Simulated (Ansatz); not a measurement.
`[OH][AlH][CH2]O[SiH2]F` → `C[Si](O)(F)[AlH][OH]`  (isomerisation)

Program: Ansatz. Geometries: PBE0-D4/def2-TZVP. ΔE: electronic, gas phase. CCSD(T)/CBS adds triple-zeta CCSD(T) − MP2 to the extrapolated MP2 energy (def2 sets, frozen cores). DFT in def2-TZVPP. One conformer a species, not always the lowest.

`[OH][AlH][CH2]O[SiH2]F`:

```xyz
12

O    -0.651    0.281    2.422
Al   -1.482   -0.433    1.131
C    -0.485   -1.017   -0.480
O     0.892   -0.603   -0.471
Si    1.380    0.868   -0.945
F     1.153    1.075   -2.512
H     0.295    0.417    2.429
H    -3.038   -0.646    1.299
H    -0.482   -2.113   -0.518
H    -0.974   -0.710   -1.414
H     2.824    0.959   -0.661
H     0.569    1.923   -0.281
```

`C[Si](O)(F)[AlH][OH]`:

```xyz
12

C     1.637   -1.009    0.021
Si    0.036   -0.204   -0.489
O    -1.012   -1.325   -1.092
F     0.434    0.815   -1.680
Al   -1.268    1.052    1.193
O    -1.797    2.617    0.798
H     2.354   -0.265    0.377
H     2.096   -1.532   -0.825
H     1.472   -1.733    0.822
H    -0.681   -1.977   -1.713
H    -1.663    0.540    2.638
H    -1.608    3.021   -0.048
```

```
             level  ΔE (kcal/mol)
            r2SCAN          -27.7
SCS-MP2/def2-QZVPP          -25.6
     MP2/CBS(def2)          -27.6
    CCSD/CBS(def2)          -27.3
```

What does CCSD(T)/CBS give? (Best estimate.)

Computed: -27.5 kcal/mol. The listed levels differ from it by -0.2, 1.9, -0.1, 0.2 kcal/mol.

Largest T1 diagnostic among the species: 0.013.

In def2-TZVPP, CCSD(T) changes the Hartree–Fock value by −2.7 kcal/mol (the triples alone add −0.2 kcal/mol) and MP2 by −2.9 kcal/mol.
